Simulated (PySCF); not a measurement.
NMR data simulated for an unnamed compound:

1H NMR (500 MHz, computed): δ 6.16 (m, 1H), 6.14 (m, 1H), 4.03 (m, 1H), 3.95 (m, 1H), 3.69 (m, 1H), 3.50 (d, 3H), 1.80 (m, 1H), 1.26 (d, 3H), 1.11 (m, 1H).

13C{1H} NMR (computed): δ 144.6 (CH), 86.8 (CH2), 61.3 (CH), 27.1 (CH3), 17.7 (CH2).

Method: NMR shieldings at PBE0/pcSseg-1/GIAO, GFN2-xTB structure, in PySCF (equivalent nuclei averaged, one conformer, relativity neglected, gas phase).

Shifts are taken against calculated references (same method and geometry level): TMS for 1H (σref 31.72), 13C (σref 186.93).

Which of these does the molecule contain: a ketone, a vinyl group CH=CH2, an S-methyl group, an NH or NH2 group, a Si–H bond, a non-aromatic C=C double bond?

Answers


- A ketone: no.
- A vinyl group CH=CH2: yes (δC 86.8, 144.6; δH 3.69 (m), 3.95 (m), 6.14 (m)).
- An S-methyl group: no.
- An NH or NH2 group: no.
- A Si–H bond: yes (δH 6.16 (m)).
- A non-aromatic C=C double bond: yes.

The data belong to SMILES C=CN1[C@@H](C)C[Si@@H]1[SiH3], C₅H₁₃NSi₂; they needn't prove each group on their own.

Carbon signals by region: 1 in the sp2 and nitrile region (100–160 ppm), 2 at 50–100 ppm, 2 below 50 ppm.

Shifts are as computed. Against solution values, carbons near 30 ppm lie about +3 ppm off and those near 130 ppm about +5 ppm. Of 1211 compounds with measured shifts, 218 miss one by over three times the rms of a fit or turn the order of signals round; such compounds aren't used in these exercises. No couplings were computed; multiplicities are counted from neighbouring protons, with m where these are inequivalent, close in shift, in a saturated or five-membered ring or joined by F or P, and br s for small geminal =CH2 splittings.
